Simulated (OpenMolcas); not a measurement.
Ni II.

```json
{
 "Program": "OpenMolcas",
 "Method": "CASSCF",
 "Basis": "ANO-RCC-VTZP [6s5p3d2f1g]",
 "Scalar Hamiltonian": "DKH2, point nucleus",
 "Active space": "9 electrons in 6 orbitals (3d 4s)",
 "State averaging": "2S+1 = 4 even, 17 roots; 2S+1 = 2 even, 24 roots",
 "Spin-orbit coupling": "state interaction with AMFI integrals over the reference wave functions, term energies averaged over their components"
}
```

Levels without dynamic correlation, in cm-1 above 3d8 4s 4F 9/2:

```
        Level      E
3d8 4s 2F 5/2   3459
3d8 4s 2D 5/2  14872
3d8 4s 4P 5/2  20977
3d8 4s 2P 3/2  21999
3d8 4s 2G 9/2  24090
```

On this reference, MS-CASPT2, IPEA 0.25 Eh, imaginary shift 0.1 Eh (closed shells correlated: 3s 3p) puts 3d8 4s 2F 5/2 at 3730 cm-1.

Q: Estimate the other levels at that method by one scale factor, and say how well it serves.

A: The factor is 3730 / 3459 = 1.078. Scaled values beside those that MS-CASPT2 gives:
```tsv
Level	Scaled	MS-CASPT2	Miss (%)
3d8 4s 2D 5/2	16032	12090	+32.6
3d8 4s 4P 5/2	22613	16480	+37.2
3d8 4s 2P 3/2	23715	17930	+32.3
3d8 4s 2G 9/2	25969	21890	+18.6
```
For these levels the scaled values miss MS-CASPT2 by up to 37.2 %, as correlation changes each term by its own factor, spin-orbit parts do not scale and CASPT2 has its own spread within terms. This holds within one configuration; levels of others move differently, and the target method has errors of its own against measurement.

CASPT2 does not keep the components of a term degenerate, so their means are used; among the terms shown or strongly mixed into the levels shown the widest spread is 1100 cm-1 (3d8 4s 2G, MS-CASPT2). The lowest computed level is not the ground level that NIST lists (2D5/2). No level of 3d9 was computed, though it lies in the active space. Without dynamic correlation excited terms often stand tens of per cent too high (terms of higher spin than the ground term too low), and those without a measured partner can miss by more than the paired ones (holds for CASSCF). Only configurations of the active space appear.
